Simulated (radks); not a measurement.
Spherical quantum dot in the effective-mass picture: electrons in a parabolic well V = omega^2 r^2 / 2 with omega = 2.14, with a point charge +1 (a donor) at the centre, all in effective atomic units (hartree* = m*/eps^2 hartree, bohr* = eps/m* bohr), one dielectric constant everywhere. Method: non-relativistic Kohn-Sham, PBE, spin-polarised, spherical densities; computed with a radial shooting solver with Libxc functionals. Levels are named by radial order and angular momentum (1s, 1p, 1d, 2s, ...), and open shells are averaged over m.

N = 5, configuration 1s2 1p(up 3, down 0). This is the lowest configuration that the search found. Occupied and some empty levels:

level    occupation  eigenvalue (hartree*)  <r> (bohr*)
1s up             1                 5.7179       0.7581
1s down           1                 5.9261       0.7421
1p up             3                 7.8790        1.070
1p down           0                 8.1582        1.073
2s up             0                 9.5967        1.158
2s down           0                 9.7583        1.171
1d up             0                 9.8578        1.280
1d down           0                 10.120        1.293
1f up             0                 11.849        1.455
1f down           0                 12.073        1.469

Energy (hartree*): total 24.3972, kinetic 10.828, external 5.0577, Hartree 11.897, exchange-correlation -3.3853.

Electron density:

r (bohr*)  n(r) (e/bohr*^3)
0.0406                2.049
0.194                 1.546
0.346                 1.216
0.499                0.9830
0.652                0.7899
0.805                0.6092
0.958                0.4381
1.11                 0.2882
1.26                 0.1709
1.42                0.09093
1.57                0.04344
1.72                0.01866
1.88               0.007203
2.03               0.002492
